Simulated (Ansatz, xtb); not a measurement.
# C8H7Cl: which of two isomers lies lower

We compare I, `C=Cc1ccc(Cl)cc1`, a singlet, with II, `C=Cc1cccc(Cl)c1`, a singlet. Both are isolated molecules in the gas phase, relaxed with B3LYP-D3(BJ)/def2-SVP; the shapes shown needn't be the lowest conformers.

I (Å):

```xyz
16

C     0.1707   -3.0485    2.1544
C    -0.7883   -2.2436    1.6747
C    -0.7534   -1.4543    0.4340
C     0.3489   -1.4489   -0.4432
C     0.3431   -0.6881   -1.6082
C    -0.7787    0.0892   -1.9187
C    -1.8871    0.1060   -1.0707
C    -1.8647   -0.6624    0.0929
Cl   -0.7887    1.0452   -3.3803
H     0.0315   -3.5874    3.0942
H     1.1223   -3.2028    1.6385
H    -1.7145   -2.1428    2.2518
H     1.2306   -2.0500   -0.2138
H     1.2014   -0.6904   -2.2815
H    -2.7553    0.7160   -1.3237
H    -2.7331   -0.6487    0.7566
```

II (Å):

| atom | x (Å) | y (Å) | z (Å) |
| --- | --- | --- | --- |
| C | -1.1026 | -2.6294 | 0.3678 |
| C | -0.1484 | -1.7618 | 0.0033 |
| C | -0.3347 | -0.3909 | -0.5006 |
| C | 0.7957 | 0.3774 | -0.8320 |
| C | 0.6622 | 1.6809 | -1.3129 |
| C | -0.6008 | 2.2510 | -1.4750 |
| C | -1.7267 | 1.4878 | -1.1458 |
| C | -1.6076 | 0.1869 | -0.6653 |
| Cl | -3.3198 | 2.1843 | -1.3425 |
| H | -2.1676 | -2.3863 | 0.3223 |
| H | -0.8440 | -3.6271 | 0.7295 |
| H | 0.8977 | -2.0795 | 0.0779 |
| H | 1.7902 | -0.0580 | -0.7090 |
| H | 1.5516 | 2.2629 | -1.5653 |
| H | -0.7223 | 3.2682 | -1.8491 |
| H | -2.5115 | -0.3709 | -0.4212 |

Quicker runs give these differences E(II) − E(I): GFN2-xTB +0.002 eV; HF/STO-3G −0.002 eV (at GFN2-xTB geometries); r2SCAN-D4/def2-SVP +0.004 eV (at GFN2-xTB geometries).

Problem. Which of the two would you expect CCSD(T)/def2-SVP + ΔMP2/def2-TZVPP electronic energies to favour?

Solution. CCSD(T)/def2-SVP + ΔMP2/def2-TZVPP gives E(II) − E(I) = −0.003 eV, slightly favouring structure II, which is too small a margin to settle the true order.

Level by level:

| level | geometry | E(II) − E(I) (eV) | departure from the last row (eV) | job, with rough time for the two |
| --- | --- | --- | --- | --- |
| GFN2-xTB | GFN2-xTB | +0.002 | +0.006 | optimisation, 0.17 s |
| HF/STO-3G | GFN2-xTB | −0.002 | +0.002 | single point, 0.94 s |
| r2SCAN-D4/def2-SVP | GFN2-xTB | +0.004 | +0.007 | single point, 12 s |
| B3LYP-D3(BJ)/def2-SVP | B3LYP-D3(BJ)/def2-SVP | +0.002 | +0.005 | optimisation, 67 s |
| HF/def2-SVP | B3LYP-D3(BJ)/def2-SVP | 0.000 | +0.003 | part of the CCSD(T) run |
| MP2/def2-SVP | B3LYP-D3(BJ)/def2-SVP | −0.001 | +0.002 | part of the CCSD(T) run |
| CCSD(T)/def2-SVP | B3LYP-D3(BJ)/def2-SVP | −0.003 | 0.000 | single point |
| CCSD(T)/def2-SVP + ΔMP2/def2-TZVPP | B3LYP-D3(BJ)/def2-SVP | −0.003 |  | single point, 5.9 min |

As drawn, both hold the same kinds of bond in the same numbers.

The largest departure from CCSD(T)/def2-SVP + ΔMP2/def2-TZVPP is that of r2SCAN-D4/def2-SVP, 0.007 eV. A small imaginary or near-zero mode remains, so no thermal terms are given. The last row adds to CCSD(T) the change of the MP2 difference between the two basis sets, here 0.000 eV.

The correlated steps freeze 13 core orbitals. Programs: Ansatz 0.2.0, xtb 6.7.1; the last row on 2 threads of Arm Neoverse V1 on a shared host.
